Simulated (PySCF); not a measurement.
Basis set benchmark on one molecule

Molecule: hexafluorophosphate (SMILES F[P@OH8-](F)(F)(F)(F)F).

Bonds (- single, = double, # triple, : aromatic): F1-P2 1.631 Å, P2-F3 1.631 Å, P2-F4 1.631 Å, P2-F5 1.631 Å, P2-F6 1.631 Å, P2-F7 1.631 Å. Formal charges: P2 -1.

Total charge -1.

Geometry PBE0-D3(BJ)/def2-SVP throughout; GIAO in PySCF 2.14.0 with density-fitted response routines, gas phase, one conformer, non-relativistic; equivalent atoms averaged; functional PBE0.

Reference values (measured; solution, C6H6; S. K. Latypov et al., Phys. Chem. Chem. Phys. 2015 (author manuscript)): δ(P2) = -143.7 ppm vs 85 % H3PO4. Computed shifts are taken against H3PO4, calculated as an isolated molecule at each level.

How do the basis sets cc-pVDZ, def2-SVP, aug-cc-pVDZ, cc-pVTZ, def2-TZVP, IGLO-III perform against the reference? Times are CPU seconds on 1 thread of an Arm Neoverse V1, shared host.

## Answers


```
  basis set  functions      P2  abs. error P  core-s
    cc-pVDZ        102  -104.0          39.7     6.5
   def2-SVP        102  -115.6          28.1     6.5
aug-cc-pVDZ        165   -94.5          49.2      13
    cc-pVTZ        214  -129.6          14.1      20
  def2-TZVP        223  -139.0           4.7      25
   IGLO-III        254  -131.6          12.1      24
```

For 31P the closest is def2-TZVP (4.7 ppm) and the furthest aug-cc-pVDZ (49.2 ppm). Where a smaller basis beats a larger one, errors probably cancel. One molecule is a small sample, and vibrational and solvent effects are absent from the calculation.

A small basis that lands close on one nucleus may do so by chance; judge by the trend and by all nuclei.
